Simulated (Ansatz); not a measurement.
The same redistribution along the group B, Al, Ga, In.

Isolated molecules relaxed with PBE0-D4/def2-TZVP in Ansatz; ΔE leaves out vibrations. CCSD(T)/CBS is the MP2 limit (def2-TZVPP, def2-QZVPP) plus CCSD(T) − MP2 in def2-TZVPP, frozen cores. DFT in def2-TZVPP. Elements past krypton have def2 core potentials. For Ga, I, In outer-core shells are correlated without core-valence functions, which leaves a few kJ/mol of doubt a bond. Scalar relativity is left out up to krypton. One conformer a species, not always the lowest.

```
                                                           reaction  B2PLYP (kJ/mol)  PBE-D4 (kJ/mol)  CCSD(T)/CBS(def2) (kJ/mol)
                      `FCBI` + `C[SiH](O)F` → `CBCF` + `O[SiH](F)I`              -13              -14                         -11
`F[CH2][AlH][I]` + `C[SiH](O)F` → `[CH3][AlH][CH2]F` + `O[SiH](F)I`               80               73                          81
`F[CH2][GaH][I]` + `C[SiH](O)F` → `[CH3][GaH][CH2]F` + `O[SiH](F)I`               78               72                          73
`F[CH2][InH][I]` + `C[SiH](O)F` → `[CH3][InH][CH2]F` + `O[SiH](F)I`              105               98                         104
```

Largest T1 diagnostic: 0.012, for `[CH3][InH][CH2]F`.
